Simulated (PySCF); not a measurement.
IMoN: breathing scan

These are results of PySCF, UPBE0, basis Mo def2-SVP with ECP28, N def2-SVP, I def2-SVP with ECP28 (scalar-relativistic core potentials, no spin–orbit coupling, density fitting), not measurements.

Rigid scan from the triplet minimum (Mo–I 2.668 Å, Mo–N 1.609 Å; I–Mo–N 116.9°). Coordinate: all bonds to the central atom scaled together. Energies in kJ/mol from the minimum.

Task: Predict the curve at 0.88, 0.92, 0.96, 1.00, 1.04, 1.08, 1.14, 1.22, 1.35.

Result: 
```json
{"scale of all bonds to the centre": "0.88", "E (kJ/mol)": "243.7", "dipole size (D)": "3.75", "⟨S²⟩": "2.02"}
{"scale of all bonds to the centre": "0.92", "E (kJ/mol)": "95.3", "dipole size (D)": "4.05", "⟨S²⟩": "2.02"}
{"scale of all bonds to the centre": "0.96", "E (kJ/mol)": "21.0", "dipole size (D)": "4.36", "⟨S²⟩": "2.04"}
{"scale of all bonds to the centre": "1.00", "E (kJ/mol)": "0.0", "dipole size (D)": "4.65", "⟨S²⟩": "2.06"}
{"scale of all bonds to the centre": "1.04", "E (kJ/mol)": "16.3", "dipole size (D)": "4.93", "⟨S²⟩": "2.12"}
{"scale of all bonds to the centre": "1.08", "E (kJ/mol)": "57.0", "dipole size (D)": "5.18", "⟨S²⟩": "2.23"}
{"scale of all bonds to the centre": "1.14", "E (kJ/mol)": "140.9", "dipole size (D)": "5.50", "⟨S²⟩": "2.57"}
{"scale of all bonds to the centre": "1.22", "E (kJ/mol)": "258.4", "dipole size (D)": "5.87", "⟨S²⟩": "3.19"}
{"scale of all bonds to the centre": "1.35", "E (kJ/mol)": "419.0", "dipole size (D)": "6.08", "⟨S²⟩": "4.00"}
```

Spin contamination is strong at 1.08, 1.14, 1.22, 1.35, so these points are less reliable.

Other spin states or occupations of the open shell can lie lower. With an element this heavy the missing spin–orbit coupling can shift these numbers.

Other isomers or separated fragments may lie lower.
